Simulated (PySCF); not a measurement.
Species: C₂H₉BNOSi (charge -1).
Z-matrix (Å and degrees, PBE0-D3(BJ)/def2-SVP geometry), rows numbered from 1:
```
C 
C   1  1.3401
B   2  1.6172  1  127.06
N   3  1.5310  2  109.55  1   124.74
O   3  1.5311  2  108.90  1     0.41
Si  5  1.6181  3  122.26  2   113.40
H   1  1.0978  2  119.88  3     0.49
H   1  1.1002  2  123.56  3   179.77
H   2  1.1042  1  116.51  3   179.82
H   3  1.2532  2  109.37  1  -116.33
H   4  1.0174  3  113.84  2   177.67
H   4  1.0192  3  113.91  2   -58.48
H   6  1.5118  5  117.15  3   -57.73
H   6  1.5135  5  116.47  3    67.19
H   6  1.5100  5  108.74  3  -175.77
```

A calculation gives these core lines: B 1s: 189.89 eV; C 1s: 284.76 (area 1), 285.16 (area 1) eV; N 1s: 399.09 eV; O 1s: 531.85 eV; Si 1s: 1842.51 eV; Si 2p3/2: 102.56 eV.

The calculation used PySCF 2.14.0, delta-SCF UKS SCAN, pcX-2 on the ionised atom, pcseg-1 elsewhere, spin-free X2C. The structure is a single PBE0-D3(BJ)/def2-SVP conformer in the gas phase; no vibrational or solvent corrections.

Q: Which carbon gives which C 1s line?

A: 284.76 eV: C2 (alkene CH carbon); 285.16 eV: C1 (terminal =CH2 carbon). Lowest listed C 1s: C2, bonded to C (double bond), H and B. Highest, 0.40 eV above it: C1, bonded to C (double bond) and 2 H. Summing the Pauling electronegativity differences to the bonded atoms, each weighted by its formal bond order, gives -0.86 for the lowest site and -0.70 for the highest.

Bonded neighbours of each site: C1: C (double bond) and 2 H; C2: C (double bond), H and B; B3: O, N, C and H; N4: 2 H and B; O5: B and Si; Si6: O and 3 H.

Q: Which photon energy gives electrons from N 1s of N4 a kinetic energy of 50 eV, and what is their de Broglie wavelength?

A: hν = 399.09 + 50 = 449.09 eV, recoil neglected; λ = 12.264 Å/√(E/eV) = 1.73 Å.

The unrestricted hole states depart most from a pure doublet (⟨S²⟩ = 0.75; over 0.85 named) for C 1s of C2 (0.86), which makes this value less certain. The 2p values aren't plain energy differences: one relaxed spin-free 2p hole is combined with a matrix within the shell (ground-state 2p orbital-energy differences and spin–orbit coupling). 2p3/2, the mean of its two sublevels, lies a third of the splitting below the shell's mean and 2p1/2 two thirds above it; the statistical areas are 2:1. 2p1/2 minus 2p3/2 (ligand field included): Si 0.62 eV. The species carries charge -1, so core ionisation leaves a neutral species. The basis sets have no added diffuse functions.
